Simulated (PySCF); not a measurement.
C4H9NaO, charge +1, doublet, at the geometry of the source list (a state made from the parent by changing its charge; the spin is typed, not shown lowest). Base run: DF-B3LYP/pcseg-1 (PySCF).

PySCF was given this input:
```python
from pyscf import gto, scf, dft

mol = gto.M(
    atom='''
Na    1.755400    2.127100    1.421100
O     0.339800    0.983300    1.230900
C    -0.003200    0.131900    0.224600
C     1.092500   -0.929600   -0.011600
C    -1.314400   -0.603600    0.590100
C    -0.232300    0.890900   -1.100100
H     0.795500   -1.642700   -0.776300
H     1.278700   -1.461000    0.918800
H     2.017700   -0.434700   -0.323600
H    -1.167200   -1.152600    1.515600
H    -1.612600   -1.291200   -0.196900
H    -2.099900    0.129200    0.749200
H     0.699200    1.377200   -1.406900
H    -0.989500    1.655900   -0.944800
H    -0.559900    0.220000   -1.890000
''',
    basis='pcseg-1',
    charge=1,
    spin=1,
    verbose=3,
)

mf = dft.UKS(mol)
mf.xc = 'b3lyp'
mf = mf.density_fit(auxbasis='def2-universal-jkfit')
mf.kernel()
```

Each row names what was changed in the base input (with any setting that the change needs).

```
change                                     ΔE vs base (mEh)  grid points  electrons on the grid
-----------------------------------------  ----------------  -----------  ---------------------
base                                                  0.000       176928               51.00009
grids.atom_grid = (75, 302)                           0.032       217176               51.00002
grids.atom_grid = (99, 590)                           0.026       483792               51.00002
grids.radi_method = gauss_chebyshev                   0.001       172192               51.00010
grids.radi_method = mura_knowles                      0.000       168336               51.00009
grids.atom_grid = (30, 110)                           0.341        36912               51.00098
grids.level = 2                                       0.031       115704               51.00002
grids.prune = dft.gen_grid.treutler_prune            -0.002       154576               51.00010
grids.level = 5                                       0.029       467352               50.99999
grids.level = 0                                      58.772        12640               50.97462
grids.level = 1                                       0.040        54264               50.99974
```

Open shells are given as the SCF converged; they aren't shown to be the lowest states, and a large step between rows can be another state.
